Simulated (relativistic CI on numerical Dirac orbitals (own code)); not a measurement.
Yb⁴⁺: 3d photoemission

Computed with this model: Dirac-Coulomb-Breit CI, separate exchange-only KLI orbitals for each configuration, model QED, valence Slater integrals scaled by 0.7, multiplet model of photoemission in the sudden approximation; configurations [Xe] 4f12 → [Ar] 3d9 4s2 4p6 4d10 4f12 5s2 5p6; 300 K; Lorentzian 1.26 eV and Gaussian 0.7 eV FWHM. Energies are those of the free ion, without screening or charge transfer. The energies are binding energies and can lie tens of eV above those of solids. S is read from ⟨S²⟩ = S(S + 1).

Computed curve for free ion, scaled to 100 at the maximum (points under 2 are left out and the grid is thinned):

Energy (eV), Intensity and a bar:
```
   1582.4        2.0 
   1583.2        2.6 
   1584.0        3.5 
   1584.6        4.6 #
   1585.4        7.0 ##
   1586.2       12.2 ###
   1587.0       27.0 ########
   1587.6       58.1 #################
   1588.4      100.0 ##############################
   1589.2       83.9 #########################
   1590.0       57.9 #################
   1590.6       58.8 #################
   1591.4       53.7 ################
   1592.2       44.9 #############
   1593.0       37.6 ###########
   1593.8       34.5 ##########
   1594.4       29.2 ########
   1595.2       19.3 #####
   1596.0       15.3 ####
   1596.8        8.1 ##
   1597.4        5.0 #
   1598.2        3.1 
   1599.0        2.2 
   1633.2        2.4 
   1633.8        3.0 
   1634.6        4.3 #
   1635.4        6.9 #
   1636.2       13.0 ###
   1637.0       31.7 #########
   1637.6       62.9 ###################
   1638.4       85.2 #########################
   1639.2       84.8 #########################
   1640.0       62.7 ###################
   1640.6       38.5 ###########
   1641.4       18.3 #####
   1642.2       10.9 ###
   1643.0        7.0 ##
   1643.6        4.6 #
   1644.4        2.9 
   1645.2        2.1
```

The ground state has S = 0.99, and the centroid lies at 1609.80 eV.
